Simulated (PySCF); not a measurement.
# One molecule, several mistakes: BC2H5N

All numbers below are calculated, not measured. They come from PySCF 2.14.0, an open-source quantum chemistry program, on an isolated molecule that a program drew, which may never have been made. The molecule is BC2H5N (charge 0, doublet), drawn as the SMILES string `[CH2]B=CN`.

Each row is a Hartree-Fock (HF) and frozen-core CCSD(T) single point in the cc-pVDZ basis, meant for a local HF minimum. Run 1 is clean. Each other run has one planted mistake out of seven kinds, and not every kind appears here: one electron removed, one electron added, multiplicity raised by two, geometry at a saddle point, minimal basis STO-3G, one bond length entered in bohr, all coordinates scaled. The reference is restricted for singlets and unrestricted otherwise, and also for a bond in bohr. Adding or removing an electron swaps singlet and doublet. Electrons count all cores. HOMO and LUMO are orbital energies over both spins, the gradient is its largest component, and the lowest frequency (negative if imaginary) is given only where the gradient is small. Bond lengths are over the 8 bonds as drawn. T1 is the CCSD diagnostic: over 0.02 (restricted) or 0.045 (unrestricted) a single reference is doubtful.

Geometry of the clean run:
```xyz
9
BC2H5N, angstrom
C    -0.5174    0.3745   -0.1917
B     0.8108    0.6102   -0.5364
C     2.2365    0.8475   -0.8992
N     3.2798    0.7005   -0.0335
H    -0.9925   -0.5892   -0.3437
H    -1.1484    1.1445    0.2398
H     2.5195    1.2067   -1.8817
H     3.1234    0.2122    0.8241
H     4.2081    0.6383   -0.3963
```

| run | electrons | basis functions | <S^2> | HOMO (eV) | LUMO (eV) | gradient (hartree/bohr) | lowest frequency (cm^-1) | mean bond (Å) | longest bond (Å) | T1 | HF (hartree) | CCSD(T) (hartree) | mistake |
|---|---|---|---|---|---|---|---|---|---|---|---|---|---|
| 1 | 29 | 81 | 0.766 | -8.01 | 2.09 | 4.0e-05 | 196 | 1.1872 | 1.490 | 0.0193 | -157.71255 | -158.27208 | no fault |
| 2 | 29 | 25 | 0.932 | -5.92 | 5.87 | 4.8e-02 | - | 1.1872 | 1.490 | 0.0411 | -155.69675 | -155.94230 | minimal basis STO-3G |
| 3 | 29 | 81 | 1.641 | -8.03 | 2.07 | 4.9e-02 | - | 1.3077 | 2.048 | 0.0628 | -157.57508 | -158.13944 | one bond length entered in bohr |
| 4 | 29 | 81 | 3.774 | -4.06 | 2.17 | 1.7e-01 | - | 1.1872 | 1.490 | 0.0226 | -157.58725 | -158.11827 | ? |
| 5 | 30 | 81 | 0.000 | -0.22 | 9.38 | 1.0e-01 | - | 1.1872 | 1.490 | 0.0142 | -157.67355 | -158.26804 | ? |

**Which mistake was planted in run 4, and what did it cost?**

Electrons, basis and geometry are unchanged, and <S^2> is 3.774, beside S(S+1) = 3.75 for a multiplicity of 4. So the mistake is: multiplicity raised by two. Subtracting run 1 and multiplying by 627.51 kcal/mol a hartree, the energy moved by 78.6 kcal/mol in HF and 96.5 kcal/mol in CCSD(T).

**Which mistake was planted in run 5, and what did it cost?**

It counts 30 electrons, one more than the clean run, at the same geometry and basis. So the mistake is: one electron added. Subtracting run 1 and multiplying by 627.51 kcal/mol a hartree, the energy moved by 24.5 kcal/mol in HF and 2.5 kcal/mol in CCSD(T).

Cautions from the logs. Run 3: T1 is over the limit, so its CCSD(T) energy is less reliable; run 5: the added electron raises the CCSD(T) energy, so it isn't bound in this basis.
